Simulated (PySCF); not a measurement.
# Radial density of Ga²⁺ (gallium, charge +2)

revPBE, [Ar] 3d10 4d1, 2D determinant (an excited configuration). All numbers are calculated (PySCF 2.14, scalar relativity by spin-free X2C-1e, in aug-cc-pVTZ-DK).

```json
{"r (bohr)": "0.000842", "4πr²ρ (e/bohr)": "0.2932", "4πr²(ρα − ρβ)": "0.0000"}
{"r (bohr)": "0.00142", "4πr²ρ (e/bohr)": "0.7275", "4πr²(ρα − ρβ)": "0.0000"}
{"r (bohr)": "0.00238", "4πr²ρ (e/bohr)": "1.766", "4πr²(ρα − ρβ)": "0.0000"}
{"r (bohr)": "0.00401", "4πr²ρ (e/bohr)": "4.141", "4πr²(ρα − ρβ)": "0.0000"}
{"r (bohr)": "0.00674", "4πr²ρ (e/bohr)": "9.157", "4πr²(ρα − ρβ)": "0.0000"}
{"r (bohr)": "0.0113", "4πr²ρ (e/bohr)": "18.27", "4πr²(ρα − ρβ)": "0.0000"}
{"r (bohr)": "0.0191", "4πr²ρ (e/bohr)": "30.48", "4πr²(ρα − ρβ)": "0.0000"}
{"r (bohr)": "0.0321", "4πr²ρ (e/bohr)": "37.99", "4πr²(ρα − ρβ)": "0.0000"}
{"r (bohr)": "0.0539", "4πr²ρ (e/bohr)": "32.99", "4πr²(ρα − ρβ)": "0.0000"}
{"r (bohr)": "0.0907", "4πr²ρ (e/bohr)": "32.61", "4πr²(ρα − ρβ)": "0.0005"}
{"r (bohr)": "0.153", "4πr²ρ (e/bohr)": "43.90", "4πr²(ρα − ρβ)": "0.0041"}
{"r (bohr)": "0.257", "4πr²ρ (e/bohr)": "27.32", "4πr²(ρα − ρβ)": "0.0192"}
{"r (bohr)": "0.432", "4πr²ρ (e/bohr)": "23.85", "4πr²(ρα − ρβ)": "0.0409"}
{"r (bohr)": "0.726", "4πr²ρ (e/bohr)": "21.80", "4πr²(ρα − ρβ)": "0.0261"}
{"r (bohr)": "1.22", "4πr²ρ (e/bohr)": "5.230", "4πr²(ρα − ρβ)": "0.0013"}
{"r (bohr)": "2.05", "4πr²ρ (e/bohr)": "0.5601", "4πr²(ρα − ρβ)": "0.1489"}
{"r (bohr)": "3.46", "4πr²ρ (e/bohr)": "0.3324", "4πr²(ρα − ρβ)": "0.3251"}
{"r (bohr)": "5.81", "4πr²ρ (e/bohr)": "0.07031", "4πr²(ρα − ρβ)": "0.0703"}
{"r (bohr)": "9.78", "4πr²ρ (e/bohr)": "0.001586", "4πr²(ρα − ρβ)": "0.0016"}
```

Densities and radii are taken from the X2C orbitals without a picture-change correction, which distorts them close to the nucleus.

The outer electron is Rydberg-like, and this basis confines it to a smaller radius and binds it less than a complete one would.
